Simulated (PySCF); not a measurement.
Ligand exchange on a metal centre used in film growth or etching (Zr NH2-Br). Isolated molecules, 0 K electronic values unless said otherwise. One relaxed conformer stands for each flexible species; it need not be the lowest.

The numbers are results of PBE-D3(BJ)/def2-TZVP // r2SCAN-D4/def2-SVP (PySCF), not measurements. All candidates: neutral, multiplicity 1. 

```
Item              Value
-------------  --------
HOMO–LUMO gap   4.05 eV
LUMO           -3.61 eV
HOMO           -7.66 eV
```

Problem. Name which member has these values.
(A) [Zr(NH2)2(Br)2]
(B) [Zr(Br)4]
(C) [Zr(NH2)4]

Solution. B, [Zr(Br)4]. The others give [Zr(NH2)4]: 4.53 eV, -0.82 eV, -5.34 eV; [Zr(NH2)2(Br)2]: 3.97 eV, -2.44 eV, -6.41 eV
